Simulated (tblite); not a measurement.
A tight-binding relaxation on `C[SiH2]C[SiH2]S[SiH2]O`.

Computed with GFN2-xTB geometry optimisation, gas phase (tblite 0.8.0). Start geometry: from a force field or distance geometry. The command runs a driver script over a list of jobs; the input below is this job's line of settings and its coordinates in Å.

Command:
```bash
OMP_NUM_THREADS=1 python probes_run.py task.json out
```

Input:
```
{"job": {"kind": "relax", "xc": "GFN2-xTB", "basis": "xTB"}, "charge": 0, "multiplicity": 1}
C     -3.733200     0.267500     0.038300
Si    -2.108000     1.089600    -0.395500
C     -0.893200    -0.271100    -0.800700
Si     0.400900    -0.504800     0.509000
S      2.111400     0.712100     0.147800
Si     3.808100    -0.583100    -0.073500
O      5.246600     0.275200    -0.456400
H     -4.091200    -0.344300    -0.817900
H     -3.514900    -0.399800     0.912500
H     -4.513400     1.022700     0.280400
H     -2.317800     2.023300    -1.485900
H     -1.661500     1.861800     0.777700
H     -0.462000    -0.135300    -1.798700
H     -1.488600    -1.217400    -0.867500
H      0.809100    -1.923200     0.425400
H     -0.173200    -0.304200     1.853600
H      3.564900    -1.523800    -1.149700
H      3.948600    -1.283800     1.213900
H      5.057900     1.247900    -0.305000
```

Output:
```
step      E/eV     max force
  0    -625.20056    3.043
  1    -625.45106    1.694
  2    -625.53142    1.020
  3    -625.55887    0.739
  4    -625.61040    0.420
  5    -625.62338    0.316
  6    -625.63723    0.251
  7    -625.64270    0.179
  8    -625.64882    0.180
  9    -625.65287    0.160
... (224 lines left out)
234    -625.81340    0.038
235    -625.81353    0.026
236    -625.81356    0.038
237    -625.81371    0.019
238    -625.81379    0.018
239    -625.81388    0.014
240    -625.81393    0.016
241    -625.81397    0.013
242    -625.81399    0.011
243    -625.81401    0.008
```

«max force» is the largest atomic force in eV/Å.

Task: From which step on does the largest force stay under 0.1 eV/Å, and how much energy is left to gain from there?

Result: From step 174 (0.051 eV/Å), 13.2 meV above the end.

In short: energy lowered by 14.1 kcal/mol over 243 steps; largest atomic force 0.008 eV/Å at the end.

Task: Where do the atoms end?

Result: 1.543 Å rms from the input after alignment:
```
atom  x, y, z in Å
C1    -2.6475    0.9650    0.5309
Si2   -1.5142    0.8258   -0.9805
C3    -0.7638   -0.9299   -1.0585
Si4    0.0378   -1.5825    0.5272
S5     1.4075   -0.1548    1.3638
Si6    2.8410    0.1258   -0.2096
O7     3.9625    1.1464    0.3467
H8    -3.4118    0.1927    0.5312
H9    -2.0783    0.8672    1.4511
H10   -3.1513    1.9264    0.5557
H11   -2.2807    1.0417   -2.2178
H12   -0.4420    1.8247   -0.9126
H13   -0.0257   -0.9488   -1.8611
H14   -1.5414   -1.6357   -1.3496
H15    0.8011   -2.8043    0.2669
H16   -0.9112   -1.7777    1.6150
H17    2.2266    0.7713   -1.3567
H18    3.4341   -1.1700   -0.5146
H19    4.0476    1.3260    1.2802
```

Task: How long does this job take on one thread of an Intel Xeon (shared host)?

Result: About 4.7 s.
Labels such as C1 count atoms from 1, the log's own numbers from 0.
